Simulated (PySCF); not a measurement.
Ionisation energy of Re⁴⁰⁺ by level of theory

Re⁴⁰⁺ [Ar] 3d10 4s2 4p5 [4p1/2^2 4p3/2^3, M_J = 3/2] → Re⁴¹⁺ [Ar] 3d10 4s2 4p4 [4p1/2^2 4p3/2^2, M_J = 2], as a difference of total energies. Computed with PySCF 2.14 in an even-tempered Gaussian basis (16 s from 4.8 bohr⁻², ratio 2.8; 14 p from 6.2 bohr⁻², ratio 2.8; 8 d from 11 bohr⁻², ratio 2.8; 4 f from 30 bohr⁻², ratio 3), with the two-component X2C-1e Hamiltonian. Correlated levels: [Ne] frozen; the 78 highest virtual spinors dropped. "Screened" scales the spin-orbit matrix elements by Boettger's factors to mimic the two-electron term; Breit and QED terms are absent.

```json
{"method": "GHF (spin-free)", "ionisation energy (eV)": "1988.4"}
{"method": "GMP2 (spin-free)", "ionisation energy (eV)": "1989.8"}
{"method": "GHF (screened spin-orbit)", "ionisation energy (eV)": "1959.8"}
{"method": "GMP2 (screened spin-orbit)", "ionisation energy (eV)": "1961.3"}
```

Breit and QED terms and the two-electron picture change are absent.

The spin-free rows relax to the high-spin LS determinant and lack the spin-orbit shift.

The labels give the starting determinants; with spin-orbit coupling the two ends relaxed to ⟨J²⟩ = 3.75, ⟨L²⟩ = 2.08, ⟨S²⟩ = 0.83 and ⟨J²⟩ = 6.00, ⟨L²⟩ = 3.29, ⟨S²⟩ = 1.45.

For comparison: 1966 ± 4 eV (theoretical estimate listed by NIST; NIST Atomic Spectra Database, ionization energies).
